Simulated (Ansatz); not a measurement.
CH2BCl, SMILES `B[C]Cl` (lower singlet) (charge 0, multiplicity 1). This singlet lies 0.37 eV below the relaxed triplet at the level frozen-core CCSD(T)/cc-pVTZ // PBE0-D3(BJ)/def2-TZVP (Ansatz, a program for electronic structure).

Cartesian coordinates (Å):
```xyz
5

B     -0.6455     0.0287     0.0078
C      0.7345    -0.0326    -0.0090
Cl     2.3337    -0.1038    -0.0283
H     -1.2592    -0.9936    -0.1049
H     -1.1635     1.1013     0.1343
```
Charge 0, multiplicity 1.

Frozen-core energies in cc-pVDZ from Ansatz at a geometry from PBE0-D3(BJ)/def2-TZVP; the HF reference has <S^2> = 0.00 (restricted, and unstable towards unrestricted orbitals) and the T1 diagnostic is 0.026.

| level | energy (Ha) |
|---|---|
| HF | -523.09650 |
| MP2 | -523.43320 |
| CCSD | -523.47273 |

Question: Estimate the energies of CCSD(T), CCSDT and CCSDT(Q), and give each level's difference from CCSDT(Q).

Answer: 
```
level     energy (Ha)  difference from CCSDT(Q) (mHa)
--------  -----------  ------------------------------
MP2        -523.43320                           55.32
CCSD       -523.47273                           15.79
CCSD(T)    -523.48620                            2.31
CCSDT      -523.48744                            1.07
CCSDT(Q)   -523.48851                            0.00
```
